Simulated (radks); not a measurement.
Task: Species: the lead ion Pb3+. Configuration: [Xe] 4f14 5d10 6s0.75 6p0.25 (fractional occupations, a model configuration). All-electron calculation, Dirac Kohn-Sham, PBE, spin-unpolarised, spherical densities, finite nucleus; open shells fill j = l - 1/2 first; Fermi nuclear charge, rms radius 5.5012 fm. Program: a radial shooting solver on a logarithmic mesh with Libxc functionals. Some entries of the table are withheld. Estimate them.

orbital,occ.,eigenvalue (eV),<1/r> (bohr^-1)
1s1/2,2,-87946.68,101.2
2s1/2,2,-15741.62,25.04
2p1/2,2,-15125.11,25.01
2p3/2,4,-12935.83,19.97
3s1/2,2,-3800.469,9.185
3p1/2,2,-3520.649,9.099
3p3/2,4,-3032.197,7.780
3d3/2,4,-2569.698,7.680
3d5/2,6,-2465.740,7.387
4s1/2,2,(1),3.901
4p1/2,2,-761.3947,(2)
4p3/2,4,-641.8312,(3)
4d3/2,4,-443.4367,3.139
4d5/2,6,-421.1165,3.036
5s1/2,2,-172.5884,(4)
4f5/2,6,-164.3290,2.696
4f7/2,8,-159.2967,2.656
5p1/2,2,(5),1.497
5p3/2,4,(6),1.329
5d3/2,4,-51.2904,1.048
5d5/2,6,-48.6213,1.010
6s1/2,0.75,-37.6338,0.6148
6p1/2,0.25,-28.2856,0.5257
6p3/2,0,-25.5184,0.4767

Result: 
(1) 4s1/2 eigenvalue (eV): -882.8107
(2) 4p1/2 <1/r> (bohr^-1): 3.792
(3) 4p3/2 <1/r> (bohr^-1): 3.336
(4) 5s1/2 <1/r> (bohr^-1): 1.619
(5) 5p1/2 eigenvalue (eV): -131.1288
(6) 5p3/2 eigenvalue (eV): -108.7729
